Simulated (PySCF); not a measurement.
CH₅InO₃ (SMILES C[O][In]([OH])[OH]), singlet, geometry from GFN2-xTB (such geometries of metal compounds can be far from the true shape) (all electrons, no relativity).

PySCF was given this input:
```python
from pyscf import gto, scf, mcscf, mrpt
import numpy

mol = gto.Mole()
mol.atom = '''
    In    0.054536    0.261058    0.138017
    O     1.125404    1.877622    0.042534
    H     1.706271    1.864364   -0.717588
    O    -1.209875    0.049016    1.600199
    H    -1.168119    0.824473    2.160262
    O     0.288820   -1.135941   -1.263631
    C    -0.475158   -2.314838   -1.242414
    H    -1.544557   -2.116868   -1.361112
    H    -0.129332   -2.906602   -2.095607
    H    -0.320347   -2.893766   -0.327142
'''
mol.basis = 'sto-3g'
mol.charge = 0
mol.spin = 0
mol.verbose = 4
mol.build()

mf = scf.RHF(mol)
mf.kernel()
mc = mcscf.CASCI(mf, 5, 4)
mc.fix_spin_(ss=0.0)
mc.kernel()
occ = numpy.linalg.eigvalsh(mc.fcisolver.make_rdm1(mc.ci, mc.ncas, mc.nelecas))[::-1]
ss = mc.fcisolver.spin_square(mc.ci, mc.ncas, mc.nelecas)[0]
print('natural occupations', occ.round(4), ' <S^2>', round(ss, 4))
e2 = mrpt.NEVPT(mc).kernel()
print('E(NEVPT2) = %.10f' % (mc.e_tot + e2))
```

Task: Give the SCF-reference dipole moment at the level CASCI(4,5)+NEVPT2/STO-3G in PySCF.

Result: 0.49 D

Task: Estimate the SCF-reference HOMO-LUMO gap that CASCI(4,5)+NEVPT2/STO-3G returns for this input.

Result: 14.54 eV

Task: Predict the nuclear repulsion energy from CASCI(4,5)+NEVPT2/STO-3G.

Result: 511.1670 Eh

Task: Predict the SCF-reference Mulliken (on the basis functions themselves) charges in atom order from CASCI(4,5)+NEVPT2/STO-3G.

Result: In1 1.06, O2 -0.48, H3 0.14, O4 -0.48, H5 0.13, O6 -0.43, C7 -0.07, H8 0.03, H9 0.05, H10 0.03
